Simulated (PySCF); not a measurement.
A geometry optimisation on `C=C1[C@@H](OC(C)=O)[C@@H]1OC(C)=O`.

Method: PBE0-D3(BJ)/def2-SVP geometry optimisation, gas phase (PySCF 2.14.0). Start geometry: GFN2-xTB. The input is one job of a driver script: a line of settings, then coordinates in Å.

Command:
```bash
OMP_NUM_THREADS=1 python probes_run.py task.json out
```

Input:
```
{"job": {"xc": "PBE0", "basis": "def2-SVP", "d3": "d3bj", "grid": 1, "shake": 0.01, "kind": "geom"}, "charge": 0, "multiplicity": 1}
C      0.635950    -2.900410     0.847380
C      0.344260    -1.649020     0.484630
C      0.778270    -0.255220     0.340080
O      1.753300     0.079870    -0.668160
C      2.410030     1.213370    -0.532700
C      3.335020     1.424710    -1.692100
O      2.314490     1.953720     0.420980
C     -0.585460    -0.669050    -0.077140
O     -1.686020    -0.230540     0.734280
C     -2.741610     0.295220     0.085890
C     -3.803520     0.706480     1.073380
O     -2.809430     0.406230    -1.110950
H      1.558820    -3.143190     1.207870
H     -0.143980    -3.649980     0.782540
H      0.898960     0.353730     1.236990
H      2.806940     1.250740    -2.611680
H      3.737930     2.441020    -1.670710
H      4.148090     0.712520    -1.612200
H     -0.834140    -0.713290    -1.131140
H     -3.363000     1.250720     1.897720
H     -4.292530    -0.183110     1.448020
H     -4.527460     1.309870     0.560490
```

Output:
```
step   0  E = -610.59206234  max force = 0.059555
step   1  E = -610.60058246  max force = 0.017753
step   2  E = -610.60128260  max force = 0.004479
step   3  E = -610.60117418  max force = 0.004979
step   4  E = -610.60146558  max force = 0.001168
step   5  E = -610.60149176  max force = 0.000553
step   6  E = -610.60155414  max force = 0.001431
step   7  E = -610.60162532  max force = 0.003007
step   8  E = -610.60167993  max force = 0.004121
step   9  E = -610.60176749  max force = 0.001622
step  10  E = -610.60182870  max force = 0.000853
step  11  E = -610.60184197  max force = 0.000982
step  12  E = -610.60184738  max force = 0.000737
step  13  E = -610.60185304  max force = 0.000305
optimisation converged
```

Energies in Eh; «max force» is the largest Cartesian gradient component in Eh/bohr.

Give the first gradient maximum in eV/Å.

With 1 Eh/bohr = 51.422 eV/Å, 3.062 eV/Å.

Main results: final energy -610.60185 Eh after 13 steps; dipole 2.33 D.

Where do the atoms end?

0.329 Å rms from the input after alignment:
```
atom  x, y, z in Å
C1     0.7602   -3.0448    0.7813
C2     0.4350   -1.8053    0.4539
C3     0.8021   -0.3916    0.3859
O4     1.7419    0.0175   -0.5660
C5     2.0785    1.3263   -0.5518
C6     3.0495    1.6321   -1.6514
O7     1.6558    2.1065    0.2550
C8    -0.5498   -0.8773   -0.0994
O9    -1.6939   -0.5768    0.6475
C10   -2.4812    0.4024    0.1482
C11   -3.6534    0.6483    1.0486
O12   -2.2514    0.9667   -0.8849
H13    1.7557   -3.2838    1.1664
H14    0.0413   -3.8619    0.6766
H15    0.8139    0.1960    1.3110
H16    2.6281    1.3260   -2.6195
H17    3.2739    2.7041   -1.6546
H18    3.9735    1.0547   -1.5002
H19   -0.7007   -0.8650   -1.1852
H20   -3.3017    0.9165    2.0553
H21   -4.2470   -0.2724    1.1462
H22   -4.2703    1.4532    0.6350
```

How long does this job take on one thread, Intel Xeon Platinum 8488C (x86_64), shared host with 192 logical CPUs at a one-minute load of 16? And the peak memory of the process?

About 5.8 min, with 0.95 GiB resident at the peak, the Python interpreter and its libraries included.
Labels such as C1 count atoms from 1, the log's own numbers from 0.
